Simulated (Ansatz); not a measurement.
```yaml
crystal:
  periodic: [true, true, true]
  atoms:
    - {symbol: C, position_ang: [-0.876496, 1.179828, 0.987364]}
    - {symbol: O, position_ang: [-0.278151, 0.817237, -0.237924]}
    - {symbol: Ge, position_ang: [0.804607, -0.579215, -0.316766]}
    - {symbol: O, position_ang: [1.275490, -0.611012, -2.013306]}
    - {symbol: O, position_ang: [-0.032558, -2.078222, 0.081810]}
    - {symbol: H, position_ang: [-1.473410, 2.078096, 0.816941]}
    - {symbol: H, position_ang: [-1.536366, 0.392102, 1.367598]}
    - {symbol: H, position_ang: [-0.129841, 1.408878, 1.758245]}
    - {symbol: H, position_ang: [1.971937, -0.475701, 0.665360]}
    - {symbol: H, position_ang: [0.961150, 0.176020, -2.467098]}
    - {symbol: H, position_ang: [-0.621062, -2.364910, -0.621624]}
basis:
  gaussian: {orbitals: "6-31G*", point_charges: [{charge: 1.00, position_ang: [5.603, -0.744, 0.299]}]}
hamiltonian: {xc: {name: CAM-B3LYP}}
accuracy: high
output: {forces: true}
```

```sh
$ ansatz run in.yaml --threads 4 --pin off --events-out ev --progress --plain --max-ram 10444MiB
```

It prints (some lines left out):

```
Error: YAML parse error: error: line 2 column 3: crystal: missing field `lattice` (a structure is typed as `lattice` and `atoms`, a molecule's as `atoms` in Å alone, or read from a run's directory, `checkpoint`)
 --> <input>:2:3
1 | crystal:
2 |   periodic: [true, true, true]
3 |   atoms:
4 |     - {symbol: C, position_ang: [-0.876496, 1.179828, 0.987364]}
```

(1) What is wrong with this run?

## Answers

(1) The molecule is marked periodic without a cell. The input was rejected before any iteration.
